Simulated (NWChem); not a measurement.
Species: GaHClF; SMILES [F][GaH][Cl]

Results from NWChem. Pople sets run with spherical d functions. Structure relaxed at the PBE0/def2-SVP level. B3LYP is NWChem's, with the RPA form of VWN correlation.

### Question
Taking B3LYP/6-311G** as the yardstick, which of these has the fewest basis functions while keeping “dipole (D)” within 0.05 D of it: B3LYP/STO-3G; B3LYP/3-21G; B3LYP/6-31G*?

### Answer
none of them.
| level | basis functions | dipole (D) |
|---|---|---|
| B3LYP/STO-3G | 33 | 1.98 |
| B3LYP/3-21G | 46 | 2.37 |
| B3LYP/6-31G* | 66 | 2.09 |
| B3LYP/6-311G** | 94 | 2.23 |

The yardstick is one finite set, not the basis-set limit.
